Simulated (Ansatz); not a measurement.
`C[O][SbH][SiH3]` → `[CH2]` (triplet) + `[OH][SbH][SiH3]`  (formal loss of a carbene)

Calculated with Ansatz (gas phase, PBE0-D4/def2-TZVP geometries, no zero-point term in ΔE). CBS: MP2 limit from def2 TZ/QZ plus the TZ coupled-cluster correction, frozen cores. This one scheme is used for every species. Functionals use def2-TZVPP. B3LYP here is the variant with VWN-RPA as its local correlation; programs differ in this. Triplets are unrestricted, without spin–orbit coupling. Elements past krypton have def2 core potentials. For Sb outer-core shells are correlated without core-valence functions, which leaves a few kJ/mol of doubt a bond. One conformer a species, not always the lowest.

Problem. Is it downhill or uphill in electronic energy at CCSD(T)/CBS, and by how much? (Estimate.)

Solution. Ansatz gave: Uphill: ΔE = +379.8 kJ/mol.

Problem. What do these levels give: r2SCAN-D4, B3LYP-D4, r2SCANh-D4, CAM-B3LYP-D4, B2PLYP, BLYP, BHLYP, CAM-B3LYP, HF/def2-SVP, CCSD/def2-SVP, MP2/def2-TZVPP, HF/def2-QZVPP? (Best estimate.)

Solution. The calculation gave: r2SCAN-D4 359.1, B3LYP-D4 379.2, r2SCANh-D4 356.8, CAM-B3LYP-D4 382.5, B2PLYP 373.7, BLYP 367.1, BHLYP 358.9, CAM-B3LYP 376.6, HF/def2-SVP 257.3, CCSD/def2-SVP 366.2, MP2/def2-TZVPP 380.1, HF/def2-QZVPP 240.9 kJ/mol.

Largest T1 diagnostic among the species: 0.014.

The D4 term adds +10.5 kJ/mol with B3LYP and +5.7 kJ/mol with PBE0; it sums over pairs of atoms, weighted by their polarisabilities, and B3LYP, whose exchange is more repulsive, gets the larger term. From r2SCAN to r2SCAN0 (25 % exact exchange), in def2-TZVPP and without D4, ΔE moves by −5.7 kJ/mol.
